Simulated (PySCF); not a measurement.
# Gallium: a sound run and one with changed settings

Sound run: Ga [Ar] 3d10 4s2 4p1, Ga⁺ [Ar] 3d10 4s2. Calculation: PySCF 2.14, in def2-SVP (5s4p3d, 32 functions); no relativity, point nucleus. In the sound run the correlated levels freeze [Ar] 3d10. The sound run starts from symmetry-adapted Hartree-Fock orbitals and uses a fine grid where one is needed.

Changed run: the spin-free X2C one-electron Hamiltonian (Gaussian nucleus). This setting is unsound on purpose.

```tsv
species	method	sound run (hartree)	changed run (hartree)	converged
Ga	UHF	-1922.97414	-1938.02331	yes
Ga	PBE	-1924.26790	-1939.31671	yes
Ga	MN15	-1924.83754	-1939.88160	yes
Ga	MP2	-1923.00351	-1938.05270	yes
Ga	CCSD(T)	-1923.01807	-1938.06706	yes
Ga⁺	UHF	-1922.77019	-1937.82043	yes
Ga⁺	PBE	-1924.04716	-1939.09659	yes
Ga⁺	MN15	-1924.61562	-1939.66090	yes
Ga⁺	MP2	-1922.79468	-1937.84488	yes
Ga⁺	CCSD(T)	-1922.80665	-1937.85661	yes
```

Ionisation energy of Ga:

```csv
method,sound run (eV),changed run (eV)
UHF,5.550,5.521
PBE,6.007,5.990
MN15,6.039,6.006
MP2,5.683,5.655
SCS-MP2,5.662,5.635
CCSD,5.738,5.712
CCSD(T),5.753,5.727
```

Most of the change in total energy is the relativistic energy itself. On top of that the contraction fixes the core shape for the Hamiltonian it was made with, so the changed run is not a good calculation with the other Hamiltonian either.

For comparison, NIST gives 5.999 eV between the lowest levels.
